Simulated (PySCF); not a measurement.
**Polarisability and C₆ of V (vanadium, neutral)**

[Ar] 3d3 4s2, high-spin 4F determinant. Calculation: PySCF 2.14, in aug-cc-pwCVTZ-DK (10s9p7d4f3g, 127 functions); the spin-free X2C one-electron Hamiltonian (Gaussian nucleus). Coupled (time-dependent) response in atomic units; α is the mean over directions.

```
method  mean α (bohr³)  C₆ (like pair)  S(−4)
 B97-3           93.53            1019   4654
```

S(−4) is the Cauchy moment in α(ω) = α(0) + S(−4) ω² + …

Reference α: 87 ± 10 bohr³ (recommended; Schwerdtfeger and Nagle, table of static dipole polarizabilities (2023 update)). Published C₆: 832.0 (Chu and Dalgarno (2004); Tang, Norbeck and Certain (1976)).

α(iu) at B97-3:

| u (hartree) | α(iu) (bohr³) |
| --- | --- |
| 0 | 93.53 |
| 0.0500 | 83.41 |
| 0.100 | 63.95 |
| 0.200 | 34.95 |
| 0.300 | 21.13 |
| 0.500 | 10.47 |
| 0.750 | 5.990 |
| 1.00 | 4.068 |
| 1.50 | 2.366 |
| 2.00 | 1.591 |
| 3.00 | 0.8771 |
| 5.00 | 0.3894 |

A single London oscillator, α(iu) = α/(1 + u²/ω²), gives C₆ = (3/4) ω α². Matching the computed C₆ needs ω = 4 × 1019 / (3 × 93.53²) = 0.155 hartree.
